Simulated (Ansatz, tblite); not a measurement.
**Redistribution: C2H5Cl + C2H4FI → CH2ClI + C3H7F**

Species: C2H5Cl (chloroethane) `CCCl`, singlet; C2H4FI `CC(F)I`, singlet; CH2ClI (chloroiodomethane) `ClCI`, singlet; C3H7F (2-fluoropropane) `CC(C)F`, singlet. The partners trade CH3 for I; both sit on C, so the bond types are kept.

Shapes, held fixed at every level: PBE0-D4/def2-TZVP. Programs: Ansatz 0.2.0, tblite 0.8.0. The zero-point and thermal change to 298 K, harmonic and unscaled (PBE0-D4/def2-TZVP), is -0.9 kJ/mol.

| level | kind | ΔH(298 K) (kJ/mol) | less CCSD(T)/def2-TZVPP | CPU time (sum over the molecules) |
| --- | --- | --- | --- | --- |
| GFN2-xTB | semi-empirical | +6.6 | +2.0 | 1.8 s |
| PBE-D4/def2-TZVPP | GGA | +8.4 | +3.8 | 18 s |
| r2SCAN-D4/def2-TZVPP | meta-GGA | +8.9 | +4.3 | 36 s |
| wB97M-V/def2-TZVPP | range-separated hybrid | +4.9 | +0.3 | 75 s |
| wB97X-V/def2-TZVPP | range-separated hybrid | +4.6 | 0.0 | 54 s |
| MP2/def2-SVP | perturbation theory | +6.5 | +1.9 | – |
| CCSD(T)/def2-SVP | coupled cluster or CI | +6.2 | +1.6 | 27 s |
| CCSD/def2-TZVPP | coupled cluster or CI | +3.6 | -1.0 | – |
| CCSD(T)/def2-TZVPP | coupled cluster or CI | +4.6 | 0.0 | 9.3 min |

The highest level, CCSD(T)/def2-TZVPP, gives ΔH(298 K) = +4.6 kJ/mol; the levels span +3.6 to +8.9. The column of differences is taken from that level and isn't an error. No measured value is set beside it here. For atoms past krypton def2 sets carry core potentials with scalar relativity. Outer-core shells of I are correlated, in sets that cover them unevenly. Times are processor times on shared x86 and Arm servers, and rough.
